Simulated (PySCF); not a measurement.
Run record: geometry optimisation, germanium difluoride (`[F][Ge][F]`) [singlet].

Method: PBE0-D3(BJ)/def2-SVP geometry optimisation, gas phase (PySCF 2.14.0). Start geometry: GFN2-xTB. The input is one job of a driver script: a line of settings, then coordinates in Å.

Command:
```bash
OMP_NUM_THREADS=1 python probes_run.py task.json out
```

Input:
```
{"job": {"xc": "PBE0", "basis": "def2-SVP", "d3": "d3bj", "grid": 1, "shake": 0.03, "kind": "geom"}, "charge": 0, "multiplicity": 1}
F     -1.251040    -0.490830     0.009240
Ge    -0.011810     0.797860    -0.032490
F      1.269410    -0.409310    -0.021740
```

Output:
```
step   0  E = -2275.88699911  max force = 0.029981
step   1  E = -2275.88935734  max force = 0.002242
step   2  E = -2275.88936929  max force = 0.000198
optimisation converged
```

Energies in Eh; «max force» is the largest Cartesian gradient component in Eh/bohr.

**Question.** Give the first gradient maximum in eV/Å.

**Answer.** With 1 Eh/bohr = 51.422 eV/Å, 1.542 eV/Å.

In short: final energy -2275.88937 Eh after 2 steps; dipole 2.34 D.

**Question.** How long does this job take on an Arm Neoverse V1 with one thread, no GPU, shared host with 32 logical CPUs at a one-minute load of 11? And the peak memory of the process?

**Answer.** About 3.2 s, with 0.26 GiB resident at the peak, the Python interpreter and its libraries included.
Labels such as C1 count atoms from 1, the log's own numbers from 0.
